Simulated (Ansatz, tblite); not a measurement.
Removing and adding an electron: the cluster HAu₂. The state is a doublet with charge 0. Geometry: PBE-D4/def2-TZVP. Ansatz, gas phase; energy differences of separate SCF runs; the oxidised species is a singlet (the triplet lies 0.87 eV higher at PBE0-D4/def2-TZVP); the reduced species is a singlet (the triplet lies 2.15 eV higher at PBE0-D4/def2-TZVPD).

Cartesian coordinates in Å:
```
Au 0.138 0.557 -0.125
Au -1.782 -0.994 0.683
H 1.644 0.437 -0.558
```

In the def2 sets Au takes a core potential; there is no spin–orbit coupling. The xTB rows come from tblite. Correlated methods freeze no core orbitals; core or outer-core shells of Au are correlated, in sets that lack core-valence functions. In CCSD on the charge 0 doublet the largest single amplitude is 0.22, so its Hartree–Fock determinant may place the open shell otherwise than the density functionals do. The structure comes from a short search, and lower isomers may exist.

| level | −HOMO (eV) | vertical IE (eV) | −LUMO (eV) | vertical EA (eV) | HOMO–LUMO gap (eV) | IE − EA (eV) | remarks |
| --- | --- | --- | --- | --- | --- | --- | --- |
| GFN1-xTB | – | 14.09 | – | 7.26 | – | 6.83 | – |
| GFN2-xTB | – | 12.10 | – | 5.34 | – | 6.76 | – |
| HF/def2-TZVPD | – | – | – | 1.58 | – | – | test for broken spin undecided (-1 singlet) |
| PBE-D4/def2-TZVP | 5.99 | 8.85 | 5.49 | – | 0.50 | – | restricted SCF unstable in HF (+1 singlet) |
| PBE-D4/def2-TZVPD | 5.98 | – | 5.48 | 2.82 | 0.50 | – | – |
| r2SCAN-D4/def2-TZVP | 6.22 | 8.90 | 5.33 | – | 0.89 | – | restricted SCF unstable in HF (+1 singlet) |
| r2SCAN-D4/def2-TZVPD | 6.21 | – | 5.31 | 2.80 | 0.90 | – | – |
| PBE0-D4/def2-TZVP | 6.77 | 8.80 | 4.57 | – | 2.20 | – | restricted SCF unstable in HF (+1 singlet) |
| PBE0-D4/def2-TZVPD | 6.77 | – | 4.56 | 2.74 | 2.21 | – | – |
| MP2/def2-TZVPD | – | – | – | 3.11 | – | – | test for broken spin undecided (-1 singlet) |
| CCSD/def2-TZVPD | – | – | – | 2.73 | – | – | test for broken spin undecided (-1 singlet) |
| CCSD(T)/def2-TZVPD | – | – | – | 2.86 | – | – | test for broken spin undecided (-1 singlet) |

Run but left out: HF/def2-TZVPP, MP2/def2-TZVPP, CCSD/def2-TZVPP, CCSD(T)/def2-TZVPP (charge +1 singlet: restricted singlet, unstable towards broken spin symmetry).   HOMO and LUMO are the levels of the spin that leaves or enters (xTB has no such levels and no spin-polarisation term). Other spin states of the ions may lie lower, which would lower the ionisation energy or raise the affinity. Raw xTB energy differences between charge states are shifted by several eV; the methods need an empirical correction for them.
